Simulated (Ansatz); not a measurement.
Gas-phase electronic energies from Ansatz, PBE0-D4/def2-TZVP geometries. CCSD(T)/CBS is the MP2 limit (def2-TZVPP, def2-QZVPP) plus CCSD(T) − MP2 in def2-TZVPP, frozen cores. This one scheme is used for every species. DFT in def2-TZVPP. def2 core potentials past Kr. For Cd outer-core shells are correlated without core-valence functions, which leaves a few kJ/mol of doubt a bond. Each species was taken in one conformer, which may not be the lowest.

Consider the ligand exchange at a Cd–O bond: `C[O][Cd][OH]` + CH₃SH → `C[S][Cd][OH]` + CH₃OH.

CCSD(T)/CBS gives -86.9 kJ/mol.

Problem. Another level gave -72.4 kJ/mol. Which?
A. r2SCAN0-D4/def2-TZVPP
B. BLYP/def2-TZVPP
C. MP2/def2-TZVPP
D. LC-ωPBE/def2-TZVPP

Solution. B. BLYP -72.4, r2SCAN0-D4 -89.7, LC-ωPBE -80.6, MP2/def2-TZVPP -85.6 kJ/mol.

Largest T1 diagnostic among the species: 0.017.

Leaving LDA and LC-ωPBE aside and taking each functional with its dispersion term where it has one, the values, not all of them listed here, spread over 16.0 kJ/mol, from HSE06-D4 to BLYP-D4. LDA lies −3.3 kJ/mol from PBE without D4. From BLYP to BHLYP (50 % exact exchange), in def2-TZVPP and without D4, ΔE moves by −13.5 kJ/mol.
